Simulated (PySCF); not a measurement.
Löwdin shares of the frontier orbitals

Species: C2H10OS2Si2.
Structure used (GFN2-xTB), in Å, numbered top down from 1:
```xyz
17
C2H10OS2Si2 angstrom
O     -3.8582    0.1168   -0.5999
Si    -2.5947   -0.0736    0.4054
Si    -1.1101   -1.0057   -1.0848
S      0.8381   -1.2757   -0.1880
C      1.2711    0.4721    0.1644
C      2.7620    0.6203    0.3893
S      3.7172    0.3764   -1.1457
H     -4.6879    0.4920   -0.3180
H     -2.2119    1.2292    0.9754
H     -2.9811   -0.9040    1.5530
H     -1.3685   -2.3763   -1.5173
H     -0.8228   -0.2075   -2.2838
H      0.7276    0.7729    1.0615
H      0.9523    1.0821   -0.6810
H      3.1173   -0.0956    1.1306
H      2.9976    1.6329    0.7182
H      3.2448   -0.8442   -1.3809
```

Computed with TDDFT CAM-B3LYP/def2-SVPD, vertical, gas phase, core orbitals frozen in the response (PySCF 2.14.0, density-fitted response routines).

Frontier orbitals with the atoms that hold most of them (Löwdin shares over 4%, at most four atoms; ? is withheld):

| orbital | ε (eV) | atoms |
| --- | --- | --- |
| HOMO-3 | -10.41 | O1 34%, Si2 25%, H10 17%, H9 13% |
| HOMO-2 | -9.67 | S4 48%, Si3 18%, Si2 10%, C5 8% |
| HOMO-1 | -8.16 | S7 76%, C6 10%, H17 6% |
| HOMO | -8.06 | ? |
| LUMO | -0.05 | ? |
| LUMO+1 | 0.93 | S4 22%, S7 19%, Si2 10%, C5 6% |
| LUMO+2 | 1.04 | Si3 30%, Si2 24%, S4 8%, H11 8% |

(1) Which atoms hold the HOMO, and with what shares?

(2) Which atoms hold the LUMO, and with what shares?

(3) The HOMO–LUMO gap is 8.01 eV. Where does the response calculation put the lowest singlet, and from which orbitals?

## Answers

(1) S4 (bonded to C and Si) 65%; Si3 (bonded to S, Si and 2 H) 9%; C5 (bonded to C, S and 2 H) 8%; Si2 (bonded to O, Si and 2 H) 4%. By element: sulfur 65% or more, silicon 14%, carbon 8% or more.

(2) Si2 (bonded to O, Si and 2 H) 26%; Si3 (bonded to S, Si and 2 H) 18%; O1 (bonded to Si and H) 16%; H9 (bonded to Si) 7%. By element: silicon 44%, oxygen 16%, hydrogen 7% or more.

(3) S1 is at 5.10 eV (f = 0.0078), 2.92 eV below the gap, made of HOMO→LUMO (82%). Without the coupling terms of the response equations the lowest excitation would equal the gap.

Next come S2 at 5.64 eV (f 0.0029), HOMO-1→LUMO+1 (41%), HOMO-1→LUMO+5 (29%); S3 at 5.67 eV (f 0.0036), HOMO→LUMO+1 (44%), HOMO→LUMO+3 (18%), HOMO→LUMO+9 (13%); S4 at 6.10 eV (f 0.0024), HOMO→LUMO+2 (90%); S5 at 6.19 eV (f 0.026), HOMO-1→LUMO (33%), HOMO-1→LUMO+4 (32%), HOMO-1→LUMO+3 (17%).

One conformer stands for the species.
